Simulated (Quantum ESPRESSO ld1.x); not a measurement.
Q: All-electron atom: Rb4+ in [Ar] 3d9.5 4s2 4p3 5p0.5 (fractional occupations, a model configuration). Method: scalar-relativistic Kohn-Sham, relativistic LDA (MacDonald-Vosko exchange, VWN5 correlation), spin-unpolarised, spherical densities, point nucleus; computed with ld1.x of Quantum ESPRESSO 7.5. Some entries of the table are withheld. Estimate them.

orbital  occ.  eigenvalue (eV)  <1/r> (bohr^-1)  <r> (bohr)
1s          2         -15024.3            37.75         (1)
2s          2         -2068.22            8.409      0.1783
2p          6         -1844.65            8.227      0.1554
3s          2         -360.675            2.817      0.5096
3p          6         -288.531            2.670      0.5159
3d        9.5         -168.538            2.422      0.5157
4s          2         -83.7281            1.014         (2)
4p          3         -65.2397           0.9047       1.473
5p        0.5         -26.7538           0.4083       3.263

A: 
(1) 1s <r> (bohr): 0.04043
(2) 4s <r> (bohr): 1.331
